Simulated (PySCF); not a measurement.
C4H2BrCl, SMILES C(=C/Br)(/C#C)Cl. Geometry optimised at PBE0-D3(BJ)/def2-SVP. The structure was generated by enumeration; whether it is a known compound was not checked.

These are PBE0-D3(BJ)/def2-SVP in PySCF 2.14.0 values and carry that method's errors.

Harmonic wavenumbers (cm⁻¹): 111, 185, 214, 264, 282, 502, 610, 687, 720, 728, 778, 812, 1055, 1272, 1661, 2238, 3256, 3488. Rotational constants (GHz): 3.292, 0.9435, 0.7333; symmetry number 1.

Task: Work out the zero-point energy and the ideal-gas rigid-rotor harmonic-oscillator thermochemistry at 298.15 K and 1 atm.

Result: ZPE = ½ Σ hcν = ½ × 18863 cm⁻¹ = 26.97 kcal/mol. H − E(el) = 31.63 kcal/mol. Entropy in cal/(mol K): translation 41.22, rotation 29.34, vibration 13.19, total 83.75. G − E(el) = 6.66 kcal/mol. Cp = 23.54 cal/(mol K). Modes under 150 cm⁻¹ make the vibrational entropy uncertain.
